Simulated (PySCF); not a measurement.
Species: C2H12GeOSi2.
Numbering: `[CH3:1][O:2][Si@@H:3]([GeH3:4])[CH2:5][SiH3:6]` (hydrogens: H7, H8, H9 on C1; H10 on Si3; H11, H12, H13 on Ge4; H14, H15 on C5; H16, H17, H18 on Si6)

Method: PySCF, PBE0-D3(BJ)/def2-SVP geometry optimisation, gas phase; density fitting, grid level 1; the optimiser is geomeTRIC in internal coordinates, started from a GFN2-xTB structure with every atom displaced at random (about 0.01 Å).

Step 0: E = -76557.2154 eV
```
atom  x, y, z in Å  |  force x, y, z in eV/Å
C1     -1.5341   -1.4856    0.1517   -1.257   1.522   0.192
O2     -1.1408   -0.1622   -0.1246   -0.828  -0.563   1.157
Si3    -0.0849    0.2947   -1.2654    1.818  -0.057  -0.174
Ge4     0.0840    2.5746   -0.8457   -1.099   0.587  -0.149
C5      1.6063   -0.6021   -1.0958   -0.857   0.852   1.197
Si6     2.3918   -0.4922    0.6406   -0.438  -0.055  -0.949
H7     -2.0346   -1.8971   -0.7269   -0.232  -0.438  -0.208
H8     -0.6904   -2.0851    0.4171    0.855  -0.847   0.419
H9     -2.2644   -1.4202    0.9948    0.408  -0.376  -0.388
H10    -0.5966   -0.0192   -2.5895   -0.346  -0.086  -0.858
H11     0.4168    3.0311    0.5414    0.240  -0.134   0.859
H12     1.0823    3.2469   -1.7027    0.997   0.455  -0.839
H13    -1.2159    3.3748   -1.1498   -0.001  -0.329  -0.044
H14     1.4704   -1.6412   -1.3540   -0.092  -0.847  -0.212
H15     2.3014   -0.1838   -1.8087    0.504   0.347  -0.579
H16     1.4918   -1.0608    1.6518   -0.327  -0.136   0.370
H17     2.6986    0.9093    0.9707    0.068   0.388   0.131
H18     3.6247   -1.2795    0.6435    0.587  -0.284   0.075
```

Step 1: E = -76557.5233 eV
```
atom  x, y, z in Å  |  force x, y, z in eV/Å
C1     -1.5228   -1.5016    0.1486    0.395  -0.238  -0.095
O2     -1.1490   -0.1686   -0.0453    0.064   0.221  -0.079
Si3    -0.0789    0.3491   -1.2308   -0.076  -0.327  -0.014
Ge4     0.1162    2.6920   -0.9221    0.103   0.308   0.108
C5      1.5538   -0.5764   -1.0489    0.070  -0.048  -0.182
Si6     2.3656   -0.5206    0.6507    0.001   0.057   0.045
H7     -2.0347   -1.9235   -0.7371    0.001   0.006   0.017
H8     -0.6428   -2.1484    0.3772   -0.249   0.136  -0.069
H9     -2.2064   -1.5715    1.0038   -0.096   0.069   0.082
H10    -0.6575    0.0557   -2.5959    0.075   0.009   0.141
H11     0.4947    3.0034    0.5531   -0.023  -0.020  -0.240
H12     1.1759    3.3650   -1.8590   -0.259  -0.241   0.230
H13    -1.2583    3.3436   -1.2054    0.115  -0.009   0.003
H14     1.3968   -1.6372   -1.3319    0.004   0.143   0.030
H15     2.2658   -0.1637   -1.7923   -0.074  -0.053   0.098
H16     1.4621   -1.0868    1.6994    0.007  -0.012  -0.034
H17     2.6819    0.8940    1.0233   -0.011  -0.017  -0.013
H18     3.6441   -1.3021    0.6611   -0.047   0.015  -0.026
```

Problem. Estimate the geometry and energy of step 2. (The exact step hangs on the optimiser's Hessian estimate; all steps are aligned on step 1, rigid shifts and turns removed.)

Solution. E = -76557.5439 eV, largest force 0.118 eV/Å
```
atom  x, y, z in Å  |  force x, y, z in eV/Å
C1     -1.5351   -1.4997    0.1451   -0.006  -0.075   0.035
O2     -1.1449   -0.1707   -0.0446    0.081   0.081  -0.029
Si3    -0.0732    0.3313   -1.2281   -0.040  -0.049   0.004
Ge4     0.1128    2.6763   -0.9036   -0.025   0.027   0.052
C5      1.5657   -0.5744   -1.0550    0.030  -0.013  -0.066
Si6     2.3711   -0.5030    0.6442    0.003   0.024   0.034
H7     -2.0532   -1.9121   -0.7409   -0.004   0.004  -0.002
H8     -0.6786   -2.1625    0.3782   -0.027   0.047  -0.013
H9     -2.2294   -1.5451    0.9983   -0.011  -0.012  -0.018
H10    -0.6467    0.0369   -2.5857    0.012  -0.017   0.012
H11     0.5076    2.9941    0.5507    0.007   0.004  -0.010
H12     1.1667    3.3080   -1.8361    0.005  -0.033  -0.006
H13    -1.2424    3.3479   -1.1927    0.000   0.017  -0.005
H14     1.4204   -1.6325   -1.3379   -0.005   0.011   0.009
H15     2.2708   -0.1540   -1.7950   -0.011   0.002   0.013
H16     1.4736   -1.0881    1.6858   -0.002  -0.012  -0.006
H17     2.6634    0.9156    1.0163   -0.007  -0.004  -0.003
H18     3.6578   -1.2657    0.6495    0.001  -0.001  -0.003
```

The energy changes by -0.0206 eV. The first-order estimate −F·Δx gives -0.0358 eV and the mean of the old and new forces, exact on a quadratic surface, -0.0204 eV. The step makes an angle of 72° with the force vector and moves no atom by more than 0.062 Å.

The cost below is that of the whole optimisation. Time: 5.1 min of wall time; peak memory 0.72 GiB. Hardware: one thread of an Arm Neoverse N1, no GPU (shared host).
